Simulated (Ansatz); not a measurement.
Reactions of Ge2H6O2 (`[OH][GeH]([OH])[GeH3]`).

Computed with Ansatz on PBE0-D4/def2-TZVP structures; ΔE is electronic, products minus reactants. CBS: MP2 limit from def2 TZ/QZ plus the TZ coupled-cluster correction, frozen cores. This one scheme is used for every species, atoms too. Open shells (•) are unrestricted, without spin–orbit coupling. Spin–orbit coupling would lower the free atoms: a little for O; clearly for Ge. Bonds to Ge are less sure, by a few kJ/mol each and by 10 to 20 or more in all where they break to atoms, as the def2 sets lack core-valence functions. Scalar relativity is left out up to krypton. Each species was taken in one conformer, which may not be the lowest.

Order these by ΔE at CCSD(T)/CBS, lowest first. (An estimate is asked.)
A. `[OH][GeH]([OH])[GeH3]` → 2 Ge• + 6 H• + 2 O•
B. `[OH][GeH]([OH])[GeH3]` + H₂O → `[OH][GeH]([OH])[OH]` + GeH₄
C. `[OH][GeH]([OH])[GeH3]` + `NBCF` → `N[B]([GeH3])CF` + `[OH][GeH2][OH]`
D. `[OH][GeH]([OH])[GeH3]` + `O[SiH]([SiH3])[GeH3]` → `[OH][GeH]([GeH3])[GeH3]` + `O[SiH](O)[SiH3]`
E. `[OH][GeH]([OH])[GeH3]` + `[OH][GeH2][F]` → `[F][GeH2][O][GeH3]` + `[OH][GeH2][OH]`
F. `[OH][GeH]([OH])[GeH3]` + `BNC=C` → `B[N]([GeH3])C=C` + `[OH][GeH2][OH]`
G. `[OH][GeH]([OH])[GeH3]` + H–F → `[OH][GeH]([OH])[F]` + GeH₄

D (-0.89 eV), G (-0.57 eV), B (-0.26 eV), E (-0.05 eV), F (+0.28 eV), C (+0.44 eV), A (+32.17 eV).

Largest T1 diagnostic: 0.013, for `BNC=C`.
